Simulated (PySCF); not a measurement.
**Telling isomers of C$_{12}$H$_{8}$ apart by NMR**

- PBE0-D3(BJ)/def2-SVP geometry
- shieldings: GIAO PBE0/pcSseg-1
- B3LYP/pcJ-1 coupling constants (spin–dipole term left out of most H,H and C,H couplings)
- run in PySCF 2.14.0 with density-fitted response routines
- averaged over atoms made equivalent by symmetry, fast rotation or ring inversion, no solvent model, one computed conformer, non-relativistic Hamiltonian

Chemical shifts δ = σref − σ; ¹H (31.27 ppm) and ¹³C (184.41 ppm) vs TMS, all at this level. Multiplet labels drop J under 1 Hz and among equivalent protons, and merge close values. Unscaled 3J(H,H) run several per cent high. Shifts are as computed. Against solution values, carbons near 30 ppm lie about +2 ppm off and those near 130 ppm about +5 ppm. Of 1309 compounds with measured shifts, 239 miss one by over three times the rms of a fit or turn the order of signals round; such compounds aren't used in these exercises.

(1) Tabulate the signals of `c1ccc2c(c1)-c1ccccc1-2`, `C1=Cc2cccc3cccc1c23` and their relative energies.

(2) What is the quickest way to tell c1ccc2c(c1)-c1ccccc1-2 from C1=Cc2cccc3cccc1c23?

Answers

(1) 
```json
{"SMILES": "c1ccc2c(c1)-c1ccccc1-2", "carbon types": "4×C 8×CH", "δC": "157.9, 134.1, 122.3", "δH": "6.76 (m, 4H), 6.65 (m, 4H)", "E rel. (kcal/mol)": "35.8"}
{"SMILES": "C1=Cc2cccc3cccc1c23", "carbon types": "4×C 8×CH", "δC": "144.2, 136.1, 134.0, 132.6, 131.1, 130.9, 130.9", "δH": "7.85 (d, 2H), 7.79 (d, 2H), 7.64 (dd, 2H), 7.13 (s, 2H)", "E rel. (kcal/mol)": "0.0"}
```

Energies are electronic energies at PBE0/pcSseg-1 on these geometries, without zero-point or thermal terms, each for the one conformer computed, which needn't be the lowest.

(2) Count the carbon signals: 3 against 7. The first has a substituted aromatic carbon (C) at 157.9 ppm, the second a ring-fusion aromatic carbon (C) at 130.9 ppm. Their most deshielded carbons lie at 157.9 and 144.2 ppm. In the proton spectra the most deshielded non-exchanging signals are 6.76 (m, 4H) and 7.85 (d, J = 9.1 Hz, 2H).
